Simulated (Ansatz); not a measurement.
`C=[C](F)[GaH2]` + `[OH][AlH2]` → `[AlH2][O][GaH2]` + `C=CF` at 500 K and 1 bar (ligand exchange at a Ga–C bond).

Gas-phase electronic energies from Ansatz, PBE0-D4/def2-TZVP geometries. CCSD(T)/CBS adds triple-zeta CCSD(T) − MP2 to the extrapolated MP2 energy (def2 sets, frozen cores). This one scheme is used for every species. For Ga outer-core shells are correlated without core-valence functions, which leaves a few kJ/mol of doubt a bond. Scalar relativity is left out up to krypton.

```json
{"species": "`C=[C](F)[GaH2]`", "CCSD(T)/CBS energy (Eh)": "-2102.18893", "H − E (kJ/mol)": "162.2", "S (J/(mol·K))": "371.0"}
{"species": "`[OH][AlH2]`", "CCSD(T)/CBS energy (Eh)": "-319.03157", "H − E (kJ/mol)": "95.7", "S (J/(mol·K))": "286.7"}
{"species": "`[AlH2][O][GaH2]`", "CCSD(T)/CBS energy (Eh)": "-2243.58748", "H − E (kJ/mol)": "119.9", "S (J/(mol·K))": "379.7"}
{"species": "`C=CF`", "CCSD(T)/CBS energy (Eh)": "-177.66469", "H − E (kJ/mol)": "139.4", "S (J/(mol·K))": "282.9"}
```

H − E and S are ideal-gas, rigid-rotor, harmonic terms from PBE0-D4/def2-TZVP. 1 Eh = 2625.50 kJ/mol, R = 8.31446 J/(mol·K).

Q: By hand: ΔE, ΔH, ΔS and ΔG.

A: ΔE = (-2243.58748) + (-177.66469) − (-2102.18893) − (-319.03157) = -0.03167 Eh = -83.1 kJ/mol. Δ(H − E) = 119.9 + 139.4 − 162.2 − 95.7 = 1.4, so ΔH = -81.7 kJ/mol. ΔS = 379.7 + 282.9 − 371.0 − 286.7 = 4.9 J/(mol·K). ΔG = -81.7 − 500 × (4.9)/1000 = -84.2 kJ/mol.

Q: By hand: the equilibrium constant, and the temperature at which ΔG would vanish if ΔH and ΔS stayed fixed.

A: log₁₀ K = −ΔG/(RT ln 10) = 8.8. ΔH and −TΔS have one sign here, so there is no such temperature. One of them is within its doubt of zero, so this could turn.

The number of gas molecules stays the same, so ΔS is small and ΔH decides. A doubt of 5 kJ/mol in ΔE shifts log₁₀ K by 0.5 here. These are equilibria of isolated gas molecules and say nothing of rates. Largest T1 diagnostic: 0.015 (customary marks: 0.02 for closed shells, 0.045 for open ones).
